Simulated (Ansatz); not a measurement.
Gas-phase reaction R1 + R2 → P1 + P2, each structure at its B3LYP-D3(BJ)/def2-TZVP stationary point, reached from a drawn start (curvature not checked).
R1: C2H6 (SMILES CC), charge 0, multiplicity 1.
P1, C2H5 (SMILES [CH2]C) (charge 0, multiplicity 2):
```xyz
7

C     -0.61308     0.09343     0.00834
C      0.85245    -0.12125    -0.06632
H     -1.16184    -0.63261    -0.59618
H     -0.89459     1.09626    -0.32152
H     -0.99054    -0.01169     1.03733
H      1.26417    -1.11513    -0.17420
H      1.54334     0.69089     0.11274
```
R2: O atom, charge 0, multiplicity 3.
P2: OH (SMILES [OH]), charge 0, multiplicity 2.

P less R. No zero-point or thermal terms; singlets are restricted closed shells; open shells are unrestricted; no spin–orbit coupling.

Cores are frozen in the correlated methods.

Run with Ansatz (a first-principles code). All values are computed, each at the level named.

### Question
One of these levels gives -0.176 eV for the reaction energy. Name it.
A) CAM-B3LYP/def2-TZVPP
B) BLYP/def2-TZVPP
C) MP2/cc-pVDZ
D) r2SCAN/def2-TZVPP

### Answer
B, BLYP/def2-TZVPP. The others give -0.205 (r2SCAN/def2-TZVPP), -0.032 (CAM-B3LYP/def2-TZVPP), 0.451 (MP2/cc-pVDZ)
